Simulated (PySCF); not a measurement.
**C₄H₁₁NOSi₃: full NMR table**

```yaml
Formula: C4H11NOSi3
SMILES: COC[Si]1(C#N)[SiH2]C[SiH2]1
Point_group_of_the_computed_structure: C1
Degrees_of_unsaturation: 3
Carbon_signals: 4
Proton_signals: 6
```

Structure with atom numbers: `[CH3:1][O:2][CH2:3][Si:4]1([C:5]#[N:6])[SiH2:7][CH2:8][SiH2:9]1`. Each H is labelled by its parent atom.

Computed data (PySCF 2.14.0 with density-fitted response routines): shieldings: GIAO PBE0/pcSseg-1, structure optimised with GFN2-xTB. Rapidly exchanging positions averaged, non-relativistic Hamiltonian, one computed conformer, gas phase.

Scale: TMS for ¹H, ¹³C, ²⁹Si; ¹⁵N against NH3; ¹⁷O against H2O (reference shieldings calculated alike).

```tsv
carbon	δC, type	δH (multiplicity)	HMBC from (2–3 bonds)	span of the C tensor (ppm)
C1	65.3, CH3	3.61 (s)	H(C3)	95
C3	67.6, CH2	3.57 (s)	Hb(Si7)/Ha(Si9), Ha(Si7)/Hb(Si9), H(C1)	95
C5	123.6, C	–	Hb(Si7)/Ha(Si9), Ha(Si7)/Hb(Si9), H(C3)	342
C8	-9.6, CH2	Ha(C8) 0.69 (m); Hb(C8) 0.66 (m)	Hb(Si7)/Ha(Si9), Ha(Si7)/Hb(Si9)	26
```

Other nuclei:
```tsv
atoms	nucleus	environment	δ (ppm)	σ (ppm)
Hb(Si7)/Ha(Si9)	¹H	hydrogen on a silicon bonded to C, Si, in a 4-membered ring	4.85	26.87
Ha(Si7)/Hb(Si9)	¹H	hydrogen on a silicon bonded to C, Si, in a 4-membered ring	4.81	26.91
Si4	²⁹Si	silicon bonded to 2 C, 2 Si, in a 4-membered ring	-27.7	376.8
Si7/Si9	²⁹Si	silicon bonded to C, Si, 2 H, in a 4-membered ring	-44.7	393.9
N6	¹⁵N	nitrile nitrogen	375.4	-107.7
O2	¹⁷O	ether oxygen	5.0	331.0
```

1. Carbon types of the structure: 1 × C, 2 × CH2, 1 × CH3, leaving 4 H on heteroatoms.
2. δC 123.6: nitrile carbon; typical of a nitrile.
3. δC 67.6: sp3 CH2 bonded to O and Si; the inductive effect lowers its shielding.
4. δC 65.3: methyl carbon bonded to O; pulled downfield by the heteroatom.
5. δC -9.6: sp3 CH2 bonded to 2 Si; an electropositive neighbour leaves it electron-rich and shielded.
6. δH 3.61: hydrogen on a methyl carbon bonded to O; its carbon carries O, an electronegative neighbour.

Shifts are as computed. Against solution values, carbons near 30 ppm lie about +3 ppm off and those near 130 ppm about +5 ppm. Of 1211 compounds with measured shifts, 218 miss one by over three times the rms of a fit or turn the order of signals round; such compounds aren't used in these exercises. Experimental scales use liquid or dissolved standards, which lie at an offset from isolated NH3 (liquid NH3: subtract about 20 ppm) and H2O (liquid H2O: subtract about 36 ppm). Unscaled 15N shifts of sp2 nitrogen come out 20 to 40 ppm too high even then. Multiplicities follow the n + 1 count of equivalent neighbours, as no J values were calculated; m marks all less simple cases, F and P coupling included.
